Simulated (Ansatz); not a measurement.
Consider the atomization: `C[S][Al]([Cl])[Cl]` → Al• + C• + 2 Cl• + 3 H• + S•.

Program: Ansatz. Geometries: PBE0-D4/def2-TZVP. ΔE: electronic, gas phase. CCSD(T)/CBS adds triple-zeta CCSD(T) − MP2 to the extrapolated MP2 energy (def2 sets, frozen cores). This one scheme is used for every species, atoms too. DFT in def2-TZVPP. No spin–orbit coupling; open shells (•) take unrestricted orbitals. Spin–orbit coupling would lower the free atoms: a little for Al, C, Cl, S. Each species was taken in one conformer, which may not be the lowest.

| level | ΔE (kJ/mol) | difference from CCSD(T)/CBS |
| --- | --- | --- |
| PBE-D4 | 2822.7 | 28.5 |
| revPBE-D4 | 2758.1 | -36.1 |
| B97M-V | 2829.3 | 35.1 |
| r2SCANh-D4 | 2800.0 | 5.8 |
| CCSD(T)/def2-SVP | 2606.2 | -188.0 |
| SCS-MP2/def2-TZVPP | 2740.1 | -54.1 |
| CCSD/def2-TZVPP | 2659.4 | -134.8 |
| HF/def2-QZVPP | 2104.4 | -689.8 |
| SCS-MP2/def2-QZVPP | 2795.7 | 1.5 |
| HF/CBS(def2) | 2104.8 | -689.4 |
| CCSD(T)/CBS | 2794.2 | 0 |

Largest T1 diagnostic among the species: 0.018.

From r2SCAN to r2SCAN0 (25 % exact exchange), in def2-TZVPP and without D4, ΔE moves by −39.2 kJ/mol: exact exchange takes away binding that semilocal exchange gives to molecules. Leaving LDA and LC-ωPBE aside and taking each functional with its dispersion term where it has one, the values, not all of them listed here, spread over 125.5 kJ/mol, from BHLYP-D4 to B97M-V. LDA lies +345.6 kJ/mol from PBE without D4, its usual overbinding.

For atomizations the MP2-based limit and the directly extrapolated one differ by several kJ/mol either way, and by 10 to 25 for some Ge, Se and Sn compounds, so smaller differences from it don't rank the levels.
